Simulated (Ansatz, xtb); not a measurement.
**Two isomers of C5H7FNO+**

Structure a: `C[n+]1cocc1CF`, a singlet. Structure b: `Cc1coc(F)[n+]1C`, a singlet. Both are isolated ions in the gas phase, relaxed with B3LYP/def2-SVP; the shapes shown needn't be the lowest conformers.

a (Å):

```xyz
15

C    -1.6750   -0.4518   -0.2727
C    -0.4975   -0.4856   -2.4680
C     1.5652   -0.7496   -1.8766
C     0.8323   -0.7294   -0.7332
C     1.2282   -0.8376    0.7068
F     0.7501    0.2557    1.3892
N    -0.4983   -0.5561   -1.1517
O     0.7178   -0.6048   -2.9384
H    -2.5561   -0.2213   -0.8833
H    -1.4949    0.3427    0.4613
H    -1.8238   -1.4092    0.2457
H    -1.3474   -0.3432   -3.1361
H     2.6257   -0.8520   -2.0935
H     2.3260   -0.8793    0.7807
H     0.8112   -1.7531    1.1616
```

b (Å):

```xyz
15

C    -0.3230   -1.3979    0.5730
C    -0.1770   -0.4848   -0.5906
C    -1.0019   -0.2037   -1.6281
C     0.7638    0.9900   -1.9190
C     2.1778    0.3813    0.0369
F     1.5625    1.8248   -2.4631
N     0.9770    0.3148   -0.8079
O    -0.3859    0.7283   -2.4509
H    -0.2758   -0.8451    1.5250
H     0.4652   -2.1678    0.5802
H    -1.2949   -1.9064    0.5226
H    -1.9899   -0.5409   -1.9280
H     2.8845    1.0929   -0.4069
H     2.6403   -0.6135    0.0899
H     1.8960    0.7200    1.0430
```

Quicker runs give these differences E(b) − E(a): GFN2-xTB −1.92 kcal/mol; HF/STO-3G −12.17 kcal/mol (at GFN2-xTB geometries); r2SCAN-D4/def2-SVP −5.71 kcal/mol (at GFN2-xTB geometries).

Q: Estimate E(b) − E(a) at the level CCSD(T)/def2-SVP + ΔMP2/def2-TZVPP.

A: Too close to call at this level: CCSD(T)/def2-SVP + ΔMP2/def2-TZVPP gives E(b) − E(a) = −1.42 kcal/mol.

How the difference moves with the method:

| level | geometry | E(b) − E(a) (kcal/mol) | departure from the last row (kcal/mol) | job, with rough time for the two |
| --- | --- | --- | --- | --- |
| GFN2-xTB | GFN2-xTB | −1.92 | −0.50 | optimisation, 0.18 s |
| HF/STO-3G | GFN2-xTB | −12.17 | −10.76 | single point, 0.42 s |
| r2SCAN-D4/def2-SVP | GFN2-xTB | −5.71 | −4.29 | single point, 3.7 s |
| B3LYP/def2-SVP | B3LYP/def2-SVP | −3.87 | −2.45 | optimisation, 48 s |
| HF/def2-SVP | B3LYP/def2-SVP | −2.63 | −1.21 | part of the CCSD(T) run |
| MP2/def2-SVP | B3LYP/def2-SVP | −3.27 | −1.85 | part of the CCSD(T) run |
| CCSD(T)/def2-SVP | B3LYP/def2-SVP | −2.92 | −1.50 | single point |
| CCSD(T)/def2-SVP + ΔMP2/def2-TZVPP | B3LYP/def2-SVP | −1.42 |  | single point, 1.7 min |

As drawn, both hold the same kinds of bond in the same numbers. Structure a has 1 methyl group, b 2.

The largest departure from CCSD(T)/def2-SVP + ΔMP2/def2-TZVPP is that of HF/STO-3G, 10.76 kcal/mol. The last row adds to CCSD(T) the change of the MP2 difference between the two basis sets, here +1.50 kcal/mol.

With thermal terms from frequencies at re-optimised GFN2-xTB minima (ideal gas, soft modes damped towards free rotors, one conformer each, 298.15 K, 1 atm): on the last row, ΔE + ΔZPE = −1.58, ΔH = −1.35, ΔG = −1.58 kcal/mol.

The correlated steps freeze 8 core orbitals. Run with Ansatz 0.2.0, xtb 6.7.1; the last row on 4 threads of Arm Neoverse V1 on a shared host.
